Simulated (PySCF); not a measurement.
A mixed set of molecules. Method used: PySCF, TDDFT CAM-B3LYP/def2-SVPD, vertical, gas phase, core orbitals frozen in the response. Geometries: GFN2-xTB; one conformer of each isolated species. Triplets are in the Tamm–Dancoff approximation. 'Strongest' means the level of largest summed f among the lowest 8 singlets; it needn't be the same kind of state in each.

Problem. Rank by computed energy of the strongest computed level, highest first.
A. `[SiH2](Cl)[SiH3]`
B. `C#C[C@@]12C=C[C@H]3[C@@H]1[C@H]32`
C. `c1(C=O)nnncc1C`
D. `C#CPP(C)C`
E. `CC[SiH](C)CC`
F. `F[C@@H]1C(CCS1)=O`
G. `C(/C=C1/C=CC1=C)#C`
H. `c1nc(C(C)=O)cnn1`

Solution. E (8.64 eV), A (8.00 eV), F (6.92 eV), B (6.60 eV), G (6.36 eV), H (5.49 eV), C (5.35 eV), D (5.13 eV).

```json
{"SMILES": "CC[SiH](C)CC", "strongest (eV)": "8.64", "S1 (eV)": "7.66", "α (au)": "87.5", "f (S1)": "0.013", "first f ≥ 0.01 (nm)": "162", "f (strongest)": "0.05", "S1 mainly": "H→L (83%)"}
{"SMILES": "[SiH3][SiH2]Cl", "strongest (eV)": "8.00", "S1 (eV)": "6.64", "α (au)": "70.2", "f (S1)": "0.013", "first f ≥ 0.01 (nm)": "187", "f (strongest)": "0.19", "S1 mainly": "H→L (96%)"}
{"SMILES": "O=C1CCS[C@@H]1F", "strongest (eV)": "6.92", "S1 (eV)": "4.13", "α (au)": "67.5", "f (S1)": "0.002", "first f ≥ 0.01 (nm)": "233", "f (strongest)": "0.04", "S1 mainly": "H-1→L (72%)"}
{"SMILES": "C#C[C@@]12C=C[C@H]3[C@@H]1[C@H]32", "strongest (eV)": "6.60", "S1 (eV)": "5.66", "α (au)": "80.4", "f (S1)": "0.043", "first f ≥ 0.01 (nm)": "219", "f (strongest)": "0.06", "S1 mainly": "H→L (96%)"}
{"SMILES": "C#C/C=C1/C=CC1=C", "strongest (eV)": "6.36", "S1 (eV)": "4.65", "α (au)": "98.3", "f (S1)": "0.184", "first f ≥ 0.01 (nm)": "267", "f (strongest)": "0.47", "S1 mainly": "H→L (68%)"}
{"SMILES": "CC(=O)c1cnncn1", "strongest (eV)": "5.49", "S1 (eV)": "2.83", "α (au)": "78.3", "f (S1)": "0.005", "first f ≥ 0.01 (nm)": "239", "f (strongest)": "0.11", "S1 mainly": "H→L (93%)"}
{"SMILES": "Cc1cnnnc1C=O", "strongest (eV)": "5.35", "S1 (eV)": "3.19", "α (au)": "78.8", "f (S1)": "0.000", "first f ≥ 0.01 (nm)": "232", "f (strongest)": "0.08", "S1 mainly": "H→L (91%)"}
{"SMILES": "C#CPP(C)C", "strongest (eV)": "5.13", "S1 (eV)": "5.13", "α (au)": "100.3", "f (S1)": "0.094", "first f ≥ 0.01 (nm)": "242", "f (strongest)": "0.09", "S1 mainly": "H→L (82%)"}
```

H and L stand for HOMO and LUMO.
